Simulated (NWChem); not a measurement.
System: AlHI2; SMILES [I][AlH][I]

Output (shortened):

```
             Northwest Computational Chemistry Package (NWChem) 7.3.0
             --------------------------------------------------------

 C2V symmetry detected

                             Geometry "geometry" -> ""
                             -------------------------

 Output coordinates in angstroms (scale by  1.889725989 to convert to a.u.)

  No.       Tag          Charge          X              Y              Z
 ---- ---------------- ---------- -------------- -------------- --------------
    1 Al                  13.0000     0.00000000     0.00000000    -1.08311908
    2 H                    1.0000     0.00000000     0.00000000    -2.65684308
    3 I                   53.0000    -2.12623200     0.00000000     0.15789992
    4 I                   53.0000     2.12623200     0.00000000     0.15789992

 Effective nuclear repulsion energy (a.u.)     666.0206337935

      Symmetry information
      --------------------

 Group name             C2v
 Group number             16
 Group order               4
 No. of unique centers     3

                                 NWChem DFT Module
                                 -----------------

 Summary of "ao basis" -> "ao basis" (spherical)
 ------------------------------------------------------------------------------
       Tag                 Description            Shells   Functions and Types
 ---------------- ------------------------------  ------  ---------------------
 Al                         def2-svp                 8       18   4s3p1d
 H                          def2-svp                 3        5   2s1p
 I                          def2-svp                10       26   4s4p2d

      Symmetry analysis of basis
      --------------------------

        a1         30
        a2          9
        b1         23
        b2         13

            General Information
            -------------------
          SCF calculation type: DFT
          Wavefunction type:  closed shell.
          No. of atoms     :     4
          No. of electrons :    64
           Alpha electrons :    32
            Beta electrons :    32
          Charge           :     0
          Spin multiplicity:     1
          Use of symmetry is: on ; symmetry adaption is: on
          Maximum number of iterations: 150
          AO basis - number of functions:    75
                     number of shells:    31
          Convergence on energy requested:  1.00D-06
          Convergence on density requested:  1.00D-05
          Convergence on gradient requested:  5.00D-04

              XC Information
              --------------
                         B3LYP Method XC Potential
                     Hartree-Fock (Exact) Exchange  0.200
                        Slater Exchange Functional  0.800 local
                    Becke 1988 Exchange Functional  0.720 non-local
              Lee-Yang-Parr Correlation Functional  0.810
                  VWN I RPA Correlation Functional  0.190 local

             Grid Information
             ----------------
          Grid used for XC integration:  xcoarse
          Radial quadrature: Mura-Knowles
          Angular quadrature: Lebedev.
          Tag              B.-S. Rad. Rad. Pts. Rad. Cut. Ang. Pts.
          ---              ---------- --------- --------- ---------
          Al                  1.25       42           8.0       194
          H                   0.35       21          10.0       194
          I                   1.40       84          11.0       194
          Grid pruning is: on
          Number of quadrature shells:   147
          Spatial weights used:  Erf1

      Superposition of Atomic Density Guess
      -------------------------------------

 Sum of atomic energies:        -936.54493597

      Non-variational initial energy
      ------------------------------

 Total energy =    -836.023622
 1-e energy   =   -1829.941758
 2-e energy   =     764.556169
 HOMO         =      -0.347046
 LUMO         =       0.006069

      Symmetry analysis of molecular orbitals - initial
      -------------------------------------------------

  Numbering of irreducible representations:

     1 a1          2 a2          3 b1          4 b2

  Orbital symmetries:

     1 a1          2 a1          3 b1          4 a1          5 b1
     6 a1          7 b2          8 a2          9 b1         10 a1
    11 a1         12 b1         13 b2         14 a1         15 b1
    16 a1         17 b2         18 a2         19 b1         20 a1
    21 b2         22 a2         23 b1         24 a1         25 b1
    26 a1         27 a1         28 b1         29 b2         30 a2
    31 b1         32 a1         33 b2         34 a1         35 b1
    36 a1         37 a1         38 b1         39 a1         40 a2
    41 b2         42 b1

     ---------------------------------------------
      Total Density - Mulliken Population Analysis
     ---------------------------------------------

    Atom       Charge   Shell Charges
 -----------   ------   -------------------------------------------------------
    1 Al  13    11.99   2.00  1.99  0.89  0.15  5.93  0.54  0.39  0.11
    2 H    1     1.15   0.69  0.46  0.01
    3 I   25    25.43   1.83  0.22  1.23  0.67  2.92  3.13  2.68  2.73  9.82  0.19
    4 I   25    25.43   1.83  0.22  1.23  0.67  2.92  3.13  2.68  2.73  9.82  0.19

   convergence    iter        energy       DeltaE   RMS-Dens  Diis-err
 ---------------- ----- ----------------- --------- --------- ---------
 d= 0,ls=0.0,diis     1   -838.6303580237 -1.07D+03  1.60D-02  2.43D-01
 d= 0,ls=0.0,diis     2   -838.6117668921  1.86D-02  9.87D-03  3.07D-01
 d= 0,ls=0.0,diis     3   -838.6719490516 -6.02D-02  1.74D-03  1.15D-02
 d= 0,ls=0.0,diis     4   -838.6742123251 -2.26D-03  3.09D-04  2.42D-04
 d= 0,ls=0.0,diis     5   -838.6742391682 -2.68D-05  4.59D-05  1.05D-05
  Resetting Diis
 d= 0,ls=0.0,diis     6   -838.6742407816 -1.61D-06  1.06D-05  2.85D-07
 d= 0,ls=0.0,diis     7   -838.6742408429 -6.13D-08  2.15D-06  6.41D-09

         Total DFT energy =     -838.674240842890
      One electron energy =    -1831.183744074615
           Coulomb energy =      826.890086227865
    Exchange-Corr. energy =      -63.742550210087
 Nuclear repulsion energy =      229.361967213947

 Numeric. integr. density =       64.000475106640

                  Occupations of the irreducible representations
                  ----------------------------------------------

                     irrep           alpha         beta
                     --------     --------     --------
                     a1               13.0         13.0
                     a2                4.0          4.0
                     b1               10.0         10.0
                     b2                5.0          5.0

                       DFT Final Molecular Orbital Analysis
                       ------------------------------------

 Vector   30  Occ=2.000000D+00  E=-2.844416D-01  Symmetry=a1
              MO Center=  2.9D-14, -5.3D-16, -8.0D-02, r^2= 6.3D+00
   Bfn.  Coefficient  Atom+Function         Bfn.  Coefficient  Atom+Function
  ----- ------------  ---------------      ----- ------------  ---------------
    36      0.399288  3 I  pz                62      0.399288  4 I  pz
    39      0.352302  3 I  pz                65      0.352302  4 I  pz
    20      0.168404  2 H  s                 33     -0.161868  3 I  pz
    59     -0.161868  4 I  pz                19      0.153567  2 H  s
    30     -0.131150  3 I  pz                56     -0.131150  4 I  pz

 Vector   31  Occ=2.000000D+00  E=-2.825203D-01  Symmetry=a2
              MO Center= -2.6D-13,  9.1D-16,  1.2D-01, r^2= 6.4D+00
   Bfn.  Coefficient  Atom+Function         Bfn.  Coefficient  Atom+Function
  ----- ------------  ---------------      ----- ------------  ---------------
    35      0.428838  3 I  py                61     -0.428838  4 I  py
    38      0.392038  3 I  py                64     -0.392038  4 I  py
    32     -0.174976  3 I  py                58      0.174976  4 I  py
    29     -0.141718  3 I  py                55      0.141718  4 I  py
    14     -0.054987  1 Al d -2

 Vector   32  Occ=2.000000D+00  E=-2.743868D-01  Symmetry=b1
              MO Center= -4.7D-14, -3.1D-15,  9.3D-02, r^2= 6.5D+00
   Bfn.  Coefficient  Atom+Function         Bfn.  Coefficient  Atom+Function
  ----- ------------  ---------------      ----- ------------  ---------------
    36      0.329421  3 I  pz                62     -0.329421  4 I  pz
    34      0.292883  3 I  px                60      0.292883  4 I  px
    39      0.286331  3 I  pz                65     -0.286331  4 I  pz
    37      0.263854  3 I  px                63      0.263854  4 I  px
    33     -0.133344  3 I  pz                59      0.133344  4 I  pz

 Vector   33  Occ=0.000000D+00  E=-7.539571D-02  Symmetry=b2
              MO Center=  2.1D-14,  1.1D-12, -9.5D-01, r^2= 4.5D+00
   Bfn.  Coefficient  Atom+Function         Bfn.  Coefficient  Atom+Function
  ----- ------------  ---------------      ----- ------------  ---------------
    12      0.772173  1 Al py                 9      0.386060  1 Al py
    38     -0.286783  3 I  py                64     -0.286783  4 I  py
     6     -0.197877  1 Al py                35     -0.178168  3 I  py
    61     -0.178168  4 I  py                32      0.073808  3 I  py
    58      0.073808  4 I  py                29      0.058710  3 I  py

 Vector   34  Occ=0.000000D+00  E=-4.663195D-02  Symmetry=a1
              MO Center=  2.4D-14,  2.1D-13, -5.3D-01, r^2= 5.8D+00
   Bfn.  Coefficient  Atom+Function         Bfn.  Coefficient  Atom+Function
  ----- ------------  ---------------      ----- ------------  ---------------
     4      0.925721  1 Al s                  3      0.740340  1 Al s
    37     -0.514463  3 I  px                63      0.514463  4 I  px
    20     -0.408815  2 H  s                 27     -0.361222  3 I  s
    53     -0.361222  4 I  s                 13      0.354217  1 Al pz
     2      0.316831  1 Al s                 34     -0.233954  3 I  px

 Vector   35  Occ=0.000000D+00  E= 1.936607D-02  Symmetry=b1
              MO Center= -1.7D-14, -3.2D-16, -1.2D+00, r^2= 6.1D+00
   Bfn.  Coefficient  Atom+Function         Bfn.  Coefficient  Atom+Function
  ----- ------------  ---------------      ----- ------------  ---------------
    11      1.514892  1 Al px                27      0.632180  3 I  s
    53     -0.632180  4 I  s                 39     -0.462875  3 I  pz
    65      0.462875  4 I  pz                37      0.390995  3 I  px
    63      0.390995  4 I  px                 8      0.275362  1 Al px
    26      0.181166  3 I  s                 52     -0.181166  4 I  s

     ---------------------------------------------
      Total Density - Mulliken Population Analysis
     ---------------------------------------------

    Atom       Charge   Shell Charges
 -----------   ------   -------------------------------------------------------
    1 Al  13    12.47   2.00  1.98  1.02  0.04  5.92  0.83  0.50  0.17
    2 H    1     1.11   0.72  0.39  0.01
    3 I   25    25.21   1.83  0.22  1.35  0.55  2.93  3.12  2.65  2.54  9.79  0.23
    4 I   25    25.21   1.83  0.22  1.35  0.55  2.93  3.12  2.65  2.54  9.79  0.23

     -------------------------------------------
      Total Density - Lowdin Population Analysis
     -------------------------------------------

    Atom       Charge   Shell Charges
 -----------   ------   -------------------------------------------------------
    1 Al  13    12.82   2.00  1.94  0.68  0.32  5.81  0.91  0.88  0.29
    2 H    1     1.13   0.63  0.48  0.01
    3 I   25    25.03   1.25  0.73  1.05  0.78  2.77  3.19  2.53  2.70  9.48  0.55
    4 I   25    25.03   1.25  0.73  1.05  0.78  2.77  3.19  2.53  2.70  9.48  0.55

     Multipole analysis of the density
     ---------------------------------

     L   x y z        total         alpha         beta         nuclear
     -   - - -        -----         -----         ----         -------
     0   0 0 0     -0.000000    -32.000000    -32.000000     64.000000

     1   1 0 0     -0.000000     -0.000000     -0.000000      0.000000
     1   0 1 0     -0.000000     -0.000000     -0.000000      0.000000
     1   0 0 1     -0.234716      8.237494      8.237494    -16.709704

     2   2 0 0    -51.266096   -429.240318   -429.240318    807.214540
     2   1 1 0     -0.000000     -0.000000     -0.000000      0.000000
     2   1 0 1     -0.000000     -0.000000     -0.000000      0.000000
     2   0 2 0    -48.359018    -24.179509    -24.179509      0.000000
     2   0 1 1     -0.000000     -0.000000     -0.000000      0.000000
     2   0 0 2    -50.720795    -67.421008    -67.421008     84.121222

            General Information
            -------------------
          SCF calculation type: DFT
          Wavefunction type:  closed shell.
          No. of atoms     :     4
          No. of electrons :    64
           Alpha electrons :    32
            Beta electrons :    32
          Charge           :     0
          Spin multiplicity:     1
          Use of symmetry is: on ; symmetry adaption is: on
          Maximum number of iterations: 150
          AO basis - number of functions:    75
                     number of shells:    31
          Convergence on energy requested:  1.00D-06
          Convergence on density requested:  1.00D-05
          Convergence on gradient requested:  5.00D-04

              XC Information
              --------------
                         B3LYP Method XC Potential
                     Hartree-Fock (Exact) Exchange  0.200
                        Slater Exchange Functional  0.800 local
                    Becke 1988 Exchange Functional  0.720 non-local
              Lee-Yang-Parr Correlation Functional  0.810
                  VWN I RPA Correlation Functional  0.190 local

             Grid Information
             ----------------
          Grid used for XC integration:  xcoarse
          Radial quadrature: Mura-Knowles
          Angular quadrature: Lebedev.
          Tag              B.-S. Rad. Rad. Pts. Rad. Cut. Ang. Pts.
          ---              ---------- --------- --------- ---------
          Al                  1.25       42           8.0       194
          H                   0.35       21          10.0       194
          I                   1.40       84          11.0       194
          Grid pruning is: on
          Number of quadrature shells:   147
          Spatial weights used:  Erf1

          Convergence Information
          -----------------------
          Convergence aids based upon iterative change in
          total energy or number of iterations.
          Levelshifting, if invoked, occurs when the
          HOMO/LUMO gap drops below (HL_TOL):  1.00D-02
          DIIS, if invoked, will attempt to extrapolate
          using up to (NFOCK): 10 stored Fock matrices.

                    Damping( 0%)  Levelshifting(0.5)       DIIS
                  --------------- ------------------- ---------------
          dE  on:    start            ASAP                start
          dE off:    2 iters        150 iters           150 iters

                            NWChem DFT Gradient Module
                            --------------------------

  charge          =   0.00
  wavefunction    = closed shell

  Using symmetry

                         DFT ENERGY GRADIENTS

    atom               coordinates                        gradient
                 x          y          z           x          y          z
   1 Al      0.000000   0.000000  -2.046798    0.000000   0.000000   0.005984
   2 H       0.000000   0.000000  -5.020705    0.000000   0.000000  -0.002666
   3 I      -4.017996   0.000000   0.298388    0.003492   0.000000  -0.001659
   4 I       4.017996   0.000000   0.298388   -0.003492   0.000000  -0.001659
```

Level: B3LYP/def2-SVP with def2 effective core potentials on I. All runs use the structure optimised with PBE0/def2-SVP. B3LYP is NWChem's, with the RPA form of VWN correlation. def2 effective core potentials on I; no spin-orbit coupling.

Task: Write an input that gives this output.

Result: Several could match; the one computed here: the input that was run:
```
start job
memory heap 200 mb stack 900 mb global 1100 mb
geometry units angstroms noautoz
  Al     0.000000     0.000000    -1.014935
  H      0.000000     0.000000    -2.588659
  I     -2.126232     0.000000     0.226084
  I      2.126232     0.000000     0.226084
end
basis spherical
  * library def2-svp
end
ecp
  I library def2-ecp
end
dft
  xc b3lyp
  grid xcoarse
  iterations 150
  mulliken
end
task dft gradient
```
